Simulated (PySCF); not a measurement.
## Electron correlation in V²⁺ (vanadium, charge +2)

[Ar] 3d2 4s1, high-spin 4F determinant (an excited configuration). Calculation: PySCF 2.14, in x2c-TZVPPall; scalar relativity by spin-free X2C-1e. Frozen: [Ar]; 3 electrons correlated.

| level | correlation energy (mhartree) |
| --- | --- |
| CCSD | -12.44 |
| (T) | -0.05 |
| CCSD(T) | -12.49 |

Diagnostics: T1 = 0.0030, D1 = 0.0054, largest double amplitude 0.017.

Task: Is a single reference adequate?

Result: Yes: T1 lies below 0.03 and no double amplitude reaches 0.07.
